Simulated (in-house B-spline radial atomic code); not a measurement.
Values are calculated unless marked as measured or tabulated.
# Stopping and range of 10 keV F in InSb

The pair potential comes from two frozen, spherical free-atom densities (PBE, B-spline radial code, scalar-relativistic past argon): electrostatics plus the change in Thomas-Fermi kinetic and Dirac exchange energy where they overlap, the recipe behind the universal ZBL potential, which averages such potentials (from solid-state densities) over many pairs. It is written V = (Z1 Z2 e²/r) φ(r/a), with e² = 14.3996 eV·Å and a = 0.46850 Å/(Z1^0.23 + Z2^0.23); ZBL's fit is φ = 0.18175 e^(−3.1998x) + 0.50986 e^(−0.94229x) + 0.28022 e^(−0.4029x) + 0.02817 e^(−0.20162x). Where φ falls below 4e-4 it is continued as an exponential.

The target is taken as amorphous, with density 5.77 g/cm³ (NSM archive of the Ioffe Institute); channelling is ignored. Masses: F 19.0, In 114.82, Sb 121.76 u. Nuclear stopping is S_n = 4π a Z1 Z2 e² M1/(M1 + M2) × s_n(ε), with s_n integrated over impact parameters for each pair. Electronic stopping is Lindhard and Scharff's S_e = Z1^(1/6) 8π e² a0 Z1 Z2/(Z1^(2/3) + Z2^(2/3))^(3/2) × v/v0, with a0 = 0.529177 Å and v = v0 at 24.801 keV/u; it misses the oscillations with Z1 seen in experiment, which reach tens of per cent. Compounds add by atom fraction.

```tsv
target atom	a (Å)	ε at this energy	s_n, this pair	s_n, ZBL potential
In	0.11412	0.1542	0.3505	0.3371
Sb	0.11350	0.1485	0.3487	0.3357
```

Problem. What are the atom density and the stopping powers at entry?

Solution. N = 5.77 × 0.602214/118.29 = 0.02938 atoms/Å³. For In: S_n = 1293 × 0.3505 = 453.2 eV·Å², S_e = 2.3794 × √10000 = 237.9 eV·Å². For Sb: S_n = 1272 × 0.3487 = 443.7 eV·Å², S_e = 2.4025 × √10000 = 240.3 eV·Å². Averaged over the target's atoms (half each) and times N × 10 Å/nm, the ion loses N S_n = 132 eV/nm to recoils and N S_e = 70.2 eV/nm to electrons; the nuclear share is 65 %.

Along the track:

```json
{"E (keV)": "0.5", "N S_n (eV/nm)": "57.2", "N S_e (eV/nm)": "15.7"}
{"E (keV)": "1.5", "N S_n (eV/nm)": "86.8", "N S_e (eV/nm)": "27.2"}
{"E (keV)": "3", "N S_n (eV/nm)": "107", "N S_e (eV/nm)": "38.5"}
{"E (keV)": "5", "N S_n (eV/nm)": "119", "N S_e (eV/nm)": "49.7"}
{"E (keV)": "7.5", "N S_n (eV/nm)": "128", "N S_e (eV/nm)": "60.8"}
{"E (keV)": "10", "N S_n (eV/nm)": "132", "N S_e (eV/nm)": "70.2"}
```

Problem. Estimate the path length and the projected range.

Solution. With continuous slowing down the path is the integral of dE/(N (S_n + S_e)). Trapezoids over the table give 62.7 nm, and the stretch below the first row, with stopping taken as √E, adds 2E/(N S) = 14 nm: 76.4 nm in all, against 73.9 nm on a fine grid from 5 eV. Deflections shorten the depth: to first order in the energy passed on, N (S_n + S_e) dR_p/dE = 1 − N S_n (M2/M1) R_p/(2E), summed over the target's atoms, and integrating this on the fine grid gives R_p = 17.3 nm, 0.23 of the path. Lindhard's rule of thumb R/(1 + M2/3M1), with mean M2/M1 = 6.23, gives 24 nm; it is meant for M2/M1 below about 2. On the ZBL potential the same equation gives 18 nm, and the full integral equation, which keeps hard collisions, 18.9 nm.
